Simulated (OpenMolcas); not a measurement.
Consider [Cu2(μ-Br)2(NH3)4]2+, a planar model complex in vacuum (2 bridging Br, bridge angle 90°, metal-metal distance 3.50 Å, Cu–Br 2.47 Å; typed geometry, not optimised).

```xyz
20

Cu    -1.7480     0.0000     0.0000
Cu     1.7480     0.0000     0.0000
Br     0.0000     1.7480     0.0000
Br     0.0000    -1.7480     0.0000
N     -3.1834     1.4354     0.0000
H     -3.4652     1.7172     0.9389
H     -2.8902     2.2922    -0.4695
H     -4.0402     1.1423    -0.4694
N     -3.1834    -1.4354     0.0000
H     -3.4652    -1.7172     0.9389
H     -4.0402    -1.1423    -0.4695
H     -2.8902    -2.2922    -0.4694
N      3.1834     1.4354     0.0000
H      3.4652     1.7172     0.9389
H      4.0402     1.1423    -0.4695
H      2.8902     2.2922    -0.4694
N      3.1834    -1.4354     0.0000
H      3.4652    -1.7172     0.9389
H      2.8902    -2.2922    -0.4695
H      4.0402    -1.1423    -0.4694
```

Q: Give the energies of the total-spin states at CASSCF(2,2) on the singly occupied d orbitals (ANO-RCC-VDZP on Cu, N and ANO-RCC-VDZ on Br, H, scalar-relativistic DKH2, RICD, no spin-orbit coupling, OpenMolcas), and the exchange constant.

A: Local spins 1/2 and 1/2.

```
total S  E (cm⁻¹)  natural occupations, lowest and highest
-------  --------  ---------------------------------------
1             0.0                             1.000, 1.000
0            23.6                             0.999, 1.001
```

J = 11.8 cm⁻¹ (ferromagnetic).

J is defined by H = −2J S1·S2, so negative values are antiferromagnetic. Wave-function values come from the highest and lowest total spin; broken-symmetry values use Yamaguchi's formula with the computed ⟨S²⟩. The active space holds the singly occupied metal orbitals alone, without bridging-ligand orbitals. No row is a measured value.
